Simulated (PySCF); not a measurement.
o-toluoyl chloride, C₈H₇ClO.
Bonds: C1–C2, C2–C3 (aromatic), C3–C4 (aromatic), C4–C5 (aromatic), C5–C6 (aromatic), C6–C7 (aromatic), C7–C8, C8–O9 (double), C8–Cl10, C2–C7 (aromatic). Hydrogens: H11, H12, H13 on C1; H14 on C3; H15 on C4; H16 on C5; H17 on C6.

The same species was optimised twice, with GFN2-xTB and with PBE0-D3(BJ)/def2-SVP (PySCF), and the same property calculations (PySCF, gas phase) were run on both structures.

```tsv
coordinate	GFN2-xTB	PBE0-D3(BJ)/def2-SVP	change
C7–C8 (Å)	1.460	1.481	+0.021
C8–Cl10 (Å)	1.788	1.803	+0.015
C2–C3 (Å)	1.390	1.399	+0.009
C3–C4 (Å)	1.382	1.391	+0.009
C2–C7 (Å)	1.410	1.420	+0.010
C5–C6 (Å)	1.378	1.387	+0.009
C4–C5 (Å)	1.386	1.393	+0.007
C1–C2 (Å)	1.492	1.499	+0.007
C6–C7 (Å)	1.398	1.403	+0.005
C8=O9 (Å)	1.190	1.188	-0.002
C7–C8–O9 (°)	128.7	126.9	-1.8
C1–C2–C7 (°)	122.7	124.0	+1.3
C7–C8–Cl10 (°)	114.2	115.2	+1.0
O9–C8–Cl10 (°)	117.1	117.9	+0.8
C3–C2–C7 (°)	118.1	117.4	-0.7
C1–C2–C3 (°)	119.2	118.6	-0.6
C2–C7–C6 (°)	119.6	120.1	+0.5
C4–C5–C6 (°)	119.6	119.2	-0.4
C6–C7–C8–O9 (°)	-167	-179	-12
```

Rotational constants: A = 1926, B = 926.4, C = 631.9 MHz (GFN2-xTB) against A = 1901, B = 912.0, C = 618.7 MHz (PBE0-D3(BJ)/def2-SVP). Point groups within 0.08 Å: C1 and Cs.

On the GFN2-xTB structure: HOMO (eV) -7.71 [PBE0/pcSseg-1]; LUMO (eV) -2.14 [PBE0/pcSseg-1]; dipole (D) 3.85 [PBE0/pcSseg-1]; GIAO shielding of C1 (ppm) 159.7 [PBE0/pcSseg-1]; GIAO shielding of C2 (ppm) 34.5 [PBE0/pcSseg-1]; GIAO shielding of C3 (ppm) 50.2 [PBE0/pcSseg-1]; GIAO shielding of C4 (ppm) 45.6 [PBE0/pcSseg-1]; GIAO shielding of C5 (ppm) 55.3 [PBE0/pcSseg-1]; GIAO shielding of C6 (ppm) 43.2 [PBE0/pcSseg-1]; GIAO shielding of C7 (ppm) 53.3 [PBE0/pcSseg-1]; GIAO shielding of C8 (ppm) 10.3 [PBE0/pcSseg-1].

What do these properties become on the PBE0-D3(BJ)/def2-SVP structure?

```csv
property,level,on GFN2-xTB,on PBE0-D3(BJ)/def2-SVP,change
HOMO (eV),PBE0/pcSseg-1,-7.71,-7.68,+0.03
LUMO (eV),PBE0/pcSseg-1,-2.14,-2.14,0.00
dipole (D),PBE0/pcSseg-1,3.85,3.79,-0.06
"energy, GFN2-xTB geometry as zero (kcal/mol)",PBE0/pcSseg-1,0.0,-0.6,-0.6
GIAO shielding of C1 (ppm),PBE0/pcSseg-1,159.7,157.2,-2.5
GIAO shielding of C2 (ppm),PBE0/pcSseg-1,34.5,32.6,-1.9
GIAO shielding of C3 (ppm),PBE0/pcSseg-1,50.2,47.0,-3.2
GIAO shielding of C4 (ppm),PBE0/pcSseg-1,45.6,43.8,-1.8
GIAO shielding of C5 (ppm),PBE0/pcSseg-1,55.3,53.1,-2.2
GIAO shielding of C6 (ppm),PBE0/pcSseg-1,43.2,41.6,-1.6
GIAO shielding of C7 (ppm),PBE0/pcSseg-1,53.3,50.8,-2.5
GIAO shielding of C8 (ppm),PBE0/pcSseg-1,10.3,9.9,-0.4
```

The heavy atoms differ by 0.109 Å rms after alignment. Among bonds between heavy atoms C7–C8 changes most (+0.021 Å). Changes are differences of the printed values. Neither structure is proved a minimum here.

The values belong to the conformer `[CH3:1][c:2]1[cH:3][cH:4][cH:5][cH:6][c:7]1[C:8](=[O:9])[Cl:10]`: C6–C7–C8–O9 -179°.
